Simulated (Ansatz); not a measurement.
Reaction (cleavage of the Si–Si bond): `F[Si]1([SiH3])[CH2][AlH]1` + `[OH][SnH]([F])[F]` → `[F][SnH]([F])[O][SiH3]` + `F[SiH]1[CH2][AlH]1`

Gas-phase electronic energies from Ansatz, PBE0-D4/def2-TZVP geometries. CCSD(T)/CBS is the MP2 limit (def2-TZVPP, def2-QZVPP) plus CCSD(T) − MP2 in def2-TZVPP, frozen cores. DFT in def2-TZVPP. B3LYP here is the variant with VWN-RPA as its local correlation; programs differ in this. def2 core potentials past Kr. For Sn outer-core shells are correlated without core-valence functions, which leaves a few kJ/mol of doubt a bond. One conformer a species, not always the lowest.

`F[Si]1([SiH3])[CH2][AlH]1`:

Cartesian coordinates in Å:
```
F 0.094 -1.315 2.098
Si -0.073 -0.292 0.864
Si 1.992 0.190 -0.108
C -1.342 -0.670 -0.470
Al -1.766 1.143 0.168
H 2.640 -0.994 -0.737
H 2.933 0.785 0.877
H 1.726 1.202 -1.172
H -1.112 -1.183 -1.402
H -2.245 -1.135 -0.028
H -2.847 2.270 -0.089
```

`[OH][SnH]([F])[F]`:

Z-matrix (Å, degrees):
```
Sn
F 1 1.904
F 1 1.904 2 102.4
O 1 1.929 2 107.5 3 -113.1
H 1 1.682 2 112.3 3 120.7
H 4 0.961 1 113.7 2 55.1
```

`[F][SnH]([F])[O][SiH3]`:

Z-matrix (Å, degrees):
```
Sn
F 1 1.900
O 1 1.916 2 106.4
F 1 1.900 2 103.9 3 112.2
H 1 1.682 2 112.5 3 -126.1
Si 3 1.647 1 137.4 2 53.3
H 6 1.485 3 108.8 1 122.9
H 6 1.485 3 108.9 1 -117.9
H 6 1.486 3 110.8 1 2.5
```

`F[SiH]1[CH2][AlH]1`:

```xyz
8

F     1.115   -2.096   -0.773
Si    0.304   -1.100    0.192
C    -0.623    0.350   -0.534
Al    0.556    1.111    0.852
H    -0.593   -1.944    1.025
H    -0.027    0.797   -1.357
H    -1.670    0.346   -0.829
H     0.939    2.535    1.425
```

(1) Is it downhill or uphill in electronic energy at CCSD(T)/CBS, and by how much? (An estimate is asked.)

(2) What do these levels give: PBE-D4, r2SCAN-D4, ωB97X-V, ωB97M-V, PBE, r2SCAN, B3LYP, MP2/def2-TZVPP, SCS-MP2/def2-TZVPP, CCSD(T)/def2-TZVPP, MP2/CBS(def2), CCSD/CBS(def2)? (Estimate.)

Largest T1 diagnostic among the species: 0.015.

## Answers

(1) Computed: Downhill: ΔE = -93.1 kJ/mol.

(2) Ansatz gave: PBE-D4 -60.2, r2SCAN-D4 -81.5, ωB97X-V -89.2, ωB97M-V -92.4, PBE -62.0, r2SCAN -82.0, B3LYP -91.0, MP2/def2-TZVPP -97.9, SCS-MP2/def2-TZVPP -104.2, CCSD(T)/def2-TZVPP -92.6, MP2/CBS(def2) -98.4, CCSD/CBS(def2) -98.1 kJ/mol.

In def2-TZVPP, CCSD(T) changes the Hartree–Fock value by +31.3 kJ/mol (the triples alone add +5.0 kJ/mol) and MP2 by +26.0 kJ/mol. The D4 term adds +3.1 kJ/mol with B3LYP and +1.7 kJ/mol with PBE0; it sums over pairs of atoms, weighted by their polarisabilities, and B3LYP, whose exchange is more repulsive, gets the larger term. From PBE to PBE0 (25 % exact exchange), in def2-TZVPP and without D4, ΔE moves by −10.8 kJ/mol.
